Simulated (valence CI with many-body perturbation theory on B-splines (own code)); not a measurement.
Results of a calculation; reference values are marked as such.
From CI to CI+MBPT in Gd¹⁴⁺

Level of theory: relativistic CI+MBPT: four valence electrons over a frozen Dirac-Fock core [Kr] 4d10, a basis of 8 s, 8 p, 9 d, 9 f, 6 g, 3 h, 2 i functions for each j, with the one-electron correlation potential Σ1, the two-electron term Σ2, the three-electron term Σ3, Breit, model QED; selected CI, second order for the rest, scaled by the run's own slope (own B-spline code, finite nucleus).

No measured levels were compared; by estimate terms of the open shell hold to a few per cent of their energy, and close levels can change places; configurations with another count of f electrons can be misplaced by thousands of cm⁻¹. Core correlation moves these levels by up to 44000 cm⁻¹, and in measured spectra 5 to 20 % of such shifts remained as error; rates that hang on mixing are uncertain with them.

Each rung adds one term. CI alone is the Dirac-Coulomb CI over the frozen core; QED comes last and gives the full result, which names the levels. Energies are above 4f³5s ⁵I°_4 on the same rung, in cm⁻¹.

Names give the largest LS component (configuration and term), which can be under half, so a name can repeat, a term be missing and a line seem to break the LS rules; names also repeat where a configuration has a term twice. Letters in brackets count levels of one name in rising energy.

```
          Level  CI alone
    4f³5s ⁵I°_5      2663
    4f³5s ⁵I°_6      6058
    4f³5s ⁵I°_7      9872
    4f³5s ⁵I°_8     13919
    4f³5s ³I°_5     16066
    4f³5s ⁵F°_1     22211
       4f⁴ ⁵I_4     68355
    4f³5s ⁵F°_2     23529
    4f³5s ³I°_6     22042
       4f⁴ ⁵I_5     71251
    4f³5s ⁵F°_3     25444
    4f³5s ⁵F°_4     26293
    4f³5s ⁵S°_2     25894
4f³5s ⁵F°_5 [a]     26786
       4f⁴ ⁵I_6     74374
    4f³5s ³H°_4     28046
```

Question: What do these energies become with core correlation, Breit and QED?

Answer: 4f³5s ⁵I°_5 2834 (+171); 4f³5s ⁵I°_6 6421 (+364); 4f³5s ⁵I°_7 10382 (+510); 4f³5s ⁵I°_8 14529 (+610); 4f³5s ³I°_5 17004 (+938); 4f³5s ⁵F°_1 21380 (-831); 4f⁴ ⁵I_4 21535 (-46820); 4f³5s ⁵F°_2 22800 (-729); 4f³5s ³I°_6 23263 (+1221); 4f⁴ ⁵I_5 24678 (-46573); 4f³5s ⁵F°_3 24824 (-620); 4f³5s ⁵F°_4 26086 (-206); 4f³5s ⁵S°_2 26295 (+401); 4f³5s ⁵F°_5 [a] 26614 (-172); 4f⁴ ⁵I_6 27969 (-46405); 4f³5s ³H°_4 28033 (-14).

Question: How does the ionisation energy move along the ladder, and which term matters most?

Answer: CI alone 282.05, + Σ1 283.63, + Σ2 284.96, + Σ3 284.78, + Breit 284.63, + QED 284.50 eV. The largest step is Σ1, 1.58 eV. NIST lists 288 ± 15 eV (theoretical).
